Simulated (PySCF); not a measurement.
## How methods differ on the ionisation energy of Pb⁷⁷⁺

Pb⁷⁷⁺ [He] 2s2 2p1 (2P) → Pb⁷⁸⁺ [He] 2s2 (1S), as a difference of total energies. Calculation: PySCF 2.14, in an even-tempered Gaussian basis (18 s from 59 bohr⁻², ratio 2.2; 13 p from 76 bohr⁻², ratio 2.2; 5 d from 280 bohr⁻², ratio 2.4; 5 f from 420 bohr⁻², ratio 2.4; 4 g from 630 bohr⁻², ratio 2.4); scalar relativity by spin-free X2C-1e. Correlated levels: nothing frozen; virtual orbitals above 40 to 60 times the deepest correlated orbital energy dropped. The calculations carry no spin-orbit coupling.

```tsv
method	ionisation energy (eV)
UHF	22303.4
LDA	22290.8
PBE	22305.6
PBE0	22305.3
r2SCAN	22309.9
MN15	22296.4
M06	22302.2
MP2 (all electrons)	22303.5
SCS-MP2 (all electrons)	22303.3
```

A first-order spin-orbit estimate (lowest level to lowest level, LS coupling) adds 1426.2 eV.

For this ion Breit and QED terms and the two-electron picture change, all absent here, outweigh the differences among the correlated methods.

First order in ζ underestimates the shift of j = l − 1/2 levels at high Z.

For comparison: 23940 ± 120 eV (theoretical estimate listed by NIST; NIST Atomic Spectra Database, ionization energies).
